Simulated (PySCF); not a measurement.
## GeF4: fields on a plane

These are results of PySCF, B3LYP, basis Ge def2-TZVP, F def2-TZVP (no relativity, density fitting), not measurements.

The singlet minimum has Ge–F 1.702 Å (×4); F–Ge–F 109.5° (×6).

The plane holds Ge1 at (0.00, 0.00), F2 at (1.70, 0.00), F3 at (-0.57, 1.60) Å. Columns run from x = -2.55 to 4.05 Å, rows from y = 4.05 (top) to -1.95 Å, in steps of 0.3 Å. Other isomers or separated fragments may lie lower.

Give the electron density (e/Å³) (cut at 5 e/Å³). Lower edges of the bins (e/Å³): '0' 0.000, '1' 0.030, '2' 0.076, '3' 0.151, '4' 0.268, '5' 0.455, '6' 0.750, '7' 1.218, '8' 1.960, '9' 3.136; top 5.00.


```
00000000000000000000000
00000000000000000000000
00000000000000000000000
00000000000000000000000
00000011100000000000000
00001233310000000000000
00013567531000000000000
00024799853100000000000
00025999963100000000000
00025899963211110000000
00024688753222322100000
00012456664445654200000
00002358997568996310000
00001359999679998410000
00001359999679998410000
00001347997568996310000
00001234554345654200000
00001123332222322100000
00000112211111110000000
00000001100000000000000
00000000000000000000000
```

Give the electrostatic potential (V) (cut at 20 V). Every second row and column.


```
-0.1 -0.1 -0.1 -0.2 -0.1 -0.1  0.0  0.0  0.0  0.0  0.0  0.0
-0.1 -0.2 -0.3 -0.3 -0.3 -0.2  0.0  0.0  0.0  0.0  0.0  0.0
-0.1 -0.3 -0.3 -0.2 -0.3 -0.2  0.0  0.1  0.1  0.0  0.0  0.0
-0.1 -0.3  0.6  9.4  4.6  0.2  0.3  0.2  0.1  0.0  0.0  0.0
 0.0 -0.1  4.2 20.0 20.0  2.6  1.3  0.4  0.0 -0.1 -0.1 -0.1
 0.4  0.7  3.1 20.0 19.5 10.6  4.3  1.4  0.0 -0.3 -0.2 -0.1
 0.7  1.8  5.7 20.0 20.0 20.0 13.3 20.0  7.0 -0.2 -0.3 -0.2
 0.8  2.1  7.0 20.0 20.0 20.0 20.0 20.0 18.5  0.0 -0.3 -0.2
 0.6  1.4  4.1 13.5 20.0 20.0  7.6  6.2  1.4 -0.3 -0.3 -0.2
 0.3  0.7  1.6  3.8  6.5  6.0  3.0  0.8 -0.1 -0.2 -0.2 -0.1
 0.2  0.3  0.5  1.1  1.8  1.9  1.3  0.6  0.1  0.0 -0.1 -0.1
```
